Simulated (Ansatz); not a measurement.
Z-matrix (Å, degrees):
```
Sn
Cl 1 2.284
Cl 1 2.299 2 109.9
O 1 1.934 2 105.8 3 118.7
Br 1 2.444 2 111.2 3 -120.5
H 4 0.962 1 113.1 2 177.5
```

Charge 0, multiplicity 1. Sn: def2 effective core potential.

(1) List the r2SCAN/def2-TZVPP orbital energies in eV (the Gaussian-basis code of Ansatz). (Estimate.)

## Answers

(1) The calculation gave: Occupied: -13122.64, -2753.96, -2753.89, -1695.86, -1526.62, -1526.55, -1526.55, -516.64, -255.33, -255.26, -235.50, -193.89, -193.82, -193.72, -193.72, -193.65, -193.65, -175.75, -175.51, -175.50, -139.31, -94.17, -94.16, -94.08, -69.58, -69.51, -69.51, -69.33, -69.33, -29.04, -28.68, -28.64, -28.47, -28.45, -26.06, -21.85, -21.38, -20.50, -14.22, -12.28, -10.54, -10.41, -9.66, -8.86, -8.78, -8.68, -8.65, -8.47, -8.20, -8.15. Lowest empty: -3.61, -0.69, -0.27, -0.21, 1.46, 2.40, 2.50, 2.77.
